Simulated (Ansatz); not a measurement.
Born–Oppenheimer molecular dynamics of a periodic cell of 17 atoms, Ba16H (host Ba, host structure bcc, interstitial H). It starts from a partly relaxed structure (largest force component 0.07 eV/Å).

The calculation used Ansatz, DFT PBE, scalar-relativistic, plane waves, PAW. Settings: accuracy low, cutoff 420 eV, k mesh 1x1x1, fermi-dirac smearing 0.15 eV, no spin polarisation.

```json
{"ensemble": "NVT, Nosé–Hoover chain", "time step": "0.5 fs", "steps asked": "230", "set temperature": "1500 K", "thermostat": "time constant 200 fs, chain length 1", "seed": "195026"}
```

First frame:

```xyz
17
Lattice="10.0400 0.0000 0.0000 0.0000 10.0400 0.0000 0.0000 0.0000 10.0400" Properties=species:S:1:pos:R:3
Ba -0.067 0.000 0.109
Ba 5.093 0.001 0.114
Ba -0.039 5.020 -0.006
Ba 0.190 0.004 4.955
Ba 2.513 2.578 2.399
Ba 5.072 5.021 -0.012
Ba 4.805 0.001 5.005
Ba 7.533 2.552 2.526
Ba 0.058 5.023 5.043
Ba 2.513 7.463 2.400
Ba 2.520 2.309 7.573
Ba 4.978 5.022 5.045
Ba 7.533 7.490 2.525
Ba 7.543 2.461 7.506
Ba 2.523 7.726 7.582
Ba 7.545 7.582 7.506
H 2.507 -0.002 6.294
```

(1) What does the run give?

(2) What happens to the structure?

(3) How do temperature and energy run in time?

## Answers

(1) The run went to its last step.

```
steps done                                               : 230
time covered                                             : 115 fs
mean temperature over the second half                    : 593 K
spread of the potential energy over the second half      : 25.4 meV per atom
mean potential energy of the second half above the start : 113.2 meV per atom
```

The conserved energy stayed within 0.0086 meV per atom of its start (net change 0.0022 meV per atom), so the integration is sound. The mean temperature of the second half is 60 % below the set value. A run of 0.12 ps of so small a system gives no equilibrium averages. Limits of this set-up: coarse k mesh, odd electron count without spin, low accuracy level.

(2) Mean squared displacements from the first frame to the last, about the centre of mass: Ba 0.20 Å², H 0.17 Å². The details hang on the random start.

(3) 
| time (fs) | T (K) | potential energy less start (eV) | conserved less start (meV/atom) |
| --- | --- | --- | --- |
| 0.0 | 1500 | 0.000 | 0.00 |
| 5.5 | 1471 | 0.060 | 0.00 |
| 11.0 | 1419 | 0.167 | 0.01 |
| 16.5 | 1406 | 0.194 | 0.00 |
| 22.0 | 1383 | 0.243 | 0.00 |
| 27.5 | 1341 | 0.331 | 0.00 |
| 33.0 | 1295 | 0.428 | 0.00 |
| 38.5 | 1219 | 0.587 | 0.00 |
| 44.0 | 1133 | 0.767 | 0.01 |
| 49.5 | 1098 | 0.842 | 0.00 |
| 55.0 | 1023 | 1.001 | 0.00 |
| 60.5 | 915 | 1.228 | 0.01 |
| 66.0 | 849 | 1.370 | 0.00 |
| 71.5 | 770 | 1.541 | 0.00 |
| 77.0 | 675 | 1.743 | 0.01 |
| 82.5 | 613 | 1.877 | 0.01 |
| 88.0 | 569 | 1.976 | 0.00 |
| 93.5 | 504 | 2.118 | 0.00 |
| 99.0 | 437 | 2.264 | 0.01 |
| 104.5 | 375 | 2.401 | 0.00 |
| 110.0 | 319 | 2.523 | 0.01 |

Run time: 11 min on 2 threads of Arm Neoverse V1 (shared host), peak memory 0.84 GiB.
